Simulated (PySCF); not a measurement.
# Field gradients at the hydrogen positions

Compound: C6H10N2.
Geometry (GFN2-xTB, Å), atoms numbered from 1 in this order:
```xyz
18
C6H10N2 angstrom
C      2.9864    0.1890   -0.5009
C      2.2357   -0.1574    0.5420
N      0.8825   -0.3294    0.5224
C      0.0197   -0.1537   -0.6457
C     -1.3901   -0.4024   -0.0793
C     -2.3180    0.8057   -0.1945
C     -1.0505   -0.7154    1.3617
N      0.1932   -0.6458    1.6247
H      2.5762    0.3688   -1.4783
H      4.0484    0.3016   -0.3942
H      2.6611   -0.3353    1.5193
H      0.1333    0.8593   -1.0440
H      0.3000   -0.8714   -1.4223
H     -1.8692   -1.2637   -0.5560
H     -1.8735    1.6736    0.2884
H     -2.5036    1.0442   -1.2396
H     -3.2706    0.5939    0.2857
H     -1.7698   -0.9551    2.1190
```

Level: PBE0/pcSseg-1 (PySCF, non-relativistic); Q(2H) = 0.00286 b; rigid geometry, the same for H and D, with no vibrational averaging.

Task: Rank these positions by the coupling χzz of a deuteron there, largest first.
A. H18 (hydrogen on a C=N carbon)
B. H15 (methyl hydrogen)
C. H12 (methylene hydrogen)
D. H11 (vinylic hydrogen)

Result: A (232 kHz), D (216 kHz), B (209 kHz), C (197 kHz).

Task: Tabulate Vzz, the asymmetry η and χzz = 234.96 MHz × Q × Vzz for every hydrogen position.

Result: 
```tsv
atom	bonded to	bond length (Å)	Vzz (au)	η	χzz (kHz)
H9	C1	1.075	0.3467	0.10	233
H10	C1	1.073	0.3492	0.09	235
H11	C2	1.081	0.3210	0.08	216
H12	C4	1.094	0.2928	0.03	197
H13	C4	1.094	0.2947	0.03	198
H14	C5	1.095	0.2969	0.02	200
H15	C6	1.088	0.3111	0.02	209
H16	C6	1.088	0.3143	0.02	211
H17	C6	1.088	0.3147	0.02	211
H18	C7	1.072	0.3453	0.08	232
```

Task: How does χzz go with the bond length over the 10 C–H bonds?

Result: A straight-line fit has a slope of -16.0 kHz for each 0.01 Å, with a correlation coefficient of -0.98, over lengths from 1.072 to 1.095 Å. The longer bonds have the smaller couplings here.

Isolated species at its GFN2-xTB geometry (one conformer only). GFN2-xTB bond lengths can be off by several hundredths of an ångström, more for odd bonds, and the gradients follow them. A larger basis could move these couplings by a tenth or more.

The run behind these numbers computed NMR shieldings as well. On one thread of an Intel Xeon Platinum 8488C, on a shared host, this took 35 s (grids of density and orbitals included) and 0.75 GiB of memory at its peak.
